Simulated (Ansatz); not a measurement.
Relaxation of BClH6N2 (10 atoms, charge 0, multiplicity 1), to a largest force component of 0.03 eV/Å in at most 50 steps.

Computed with RKS PBE-D4/6-31G* (Ansatz).

```xyz
10
Properties=species:S:1:pos:R:3
B -0.020 0.629 -0.390
H 0.127 -0.285 1.830
N 1.251 0.108 -0.705
H 1.370 -0.784 -1.171
H 2.119 0.607 -0.529
Cl -1.479 -0.334 -0.810
N -0.239 1.952 0.241
H -1.170 2.277 0.478
H 0.518 2.543 0.573
H -0.089 0.394 1.885
```

Where does it end, and by what steps?

The forces met the threshold. The force dipped under the threshold on the way, but the program's further checks kept it going. After 21 steps the energy has fallen by 0.339 eV; H2 moved furthest, 1.58 Å.

| step | energy less start (eV) | largest force component (eV/Å) | accepted |
| --- | --- | --- | --- |
| 0 | 0.0000 | 1.990 | yes |
| 1 | -0.2012 | 0.706 | yes |
| 2 | -0.2729 | 0.338 | yes |
| 3 | -0.3016 | 0.221 | yes |
| 4 | -0.3128 | 0.053 | yes |
| 5 | -0.3201 | 0.046 | yes |
| 6 | -0.2997 | 0.908 | no |
| 7 | -0.3253 | 0.134 | yes |
| 8 | -0.3254 | 0.344 | yes |
| 9 | -0.3317 | 0.035 | yes |
| 10 | -0.3336 | 0.102 | yes |
| 11 | -0.3344 | 0.157 | yes |
| 12 | -0.3366 | 0.069 | yes |
| 13 | -0.3375 | 0.031 | yes |
| 14 | -0.3383 | 0.046 | yes |
| 15 | -0.3387 | 0.079 | yes |
| 16 | -0.3389 | 0.052 | yes |
| 17 | -0.3391 | 0.011 | yes |
| 18 | -0.3392 | 0.014 | yes |
| 19 | -0.3391 | 0.077 | no |
| 20 | -0.3394 | 0.020 | yes |
| 21 | -0.3394 | 0.028 | yes |

```xyz
10
Properties=species:S:1:pos:R:3
B 0.012 0.662 -0.733
H -0.087 0.141 3.335
N 1.280 0.215 -1.174
H 1.379 -0.507 -1.881
H 2.162 0.538 -0.783
Cl -1.451 -0.066 -1.506
N -0.197 1.634 0.280
H -1.126 1.966 0.519
H 0.556 2.151 0.725
H -0.138 0.375 2.620
```

Whether the end is a true minimum wasn't checked by a vibrational analysis.

The run took 60 s on 1 thread of Arm Neoverse V1, with other jobs on the host, peak memory 0.12 GiB.
